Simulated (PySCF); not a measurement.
C₄H₂F₂, SMILES C(#C)/C(=C\F)F.

Geometry: PBE-D3(BJ)/def2-SVP. The structure was generated by enumeration; whether it is a known compound was not checked.

These are PySCF 2.14.0 with PBE-D3(BJ)/def2-SVP values and carry that method's errors.

Frequencies are harmonic and unscaled.

Computed normal modes with their intensities:
| mode | ν (cm⁻¹) | IR (km/mol) | moving atoms (share of kinetic energy) |
|---|---|---|---|
| 1 | 131 | 1.6 | C 46 %, F 42 %, H 11 % |
| 2 | 263 | 7.7 | C 75 %, H 23 % |
| 3 | 284 | 7.2 | C 53 %, F 41 % |
| 4 | 304 | 1.6 | C 51 %, F 42 % |
| 5 | 476 | 1.0 | F 53 %, C 44 % |
| 6 | 583 | 13.3 | C 75 %, H 24 % |
| 7 | 605 | 24.8 | H 65 %, C 35 % |
| 8 | 630 | 4.2 | F 53 %, C 44 % |
| 9 | 696 | 26.7 | H 77 %, C 23 % |
| 10 | 789 | 24.0 | H 67 %, C 33 % |
| 11 | 802 | 5.3 | C 77 %, F 13 %, H 10 % |
| 12 | 1189 | 151.1 | C 37 %, F 33 %, H 30 % |
| 13 | 1211 | 145.4 | C 54 %, H 25 %, F 21 % |
| 14 | 1321 | 30.9 | C 64 %, H 33 % |
| 15 | 1680 | 11.0 | C 94 % |
| 16 | 2152 | 6.4 | C 92 %, H 8 % |
| 17 | 3144 | 5.5 | H 91 %, C 9 % |
| 18 | 3405 | 85.2 | H 86 %, C 14 % |
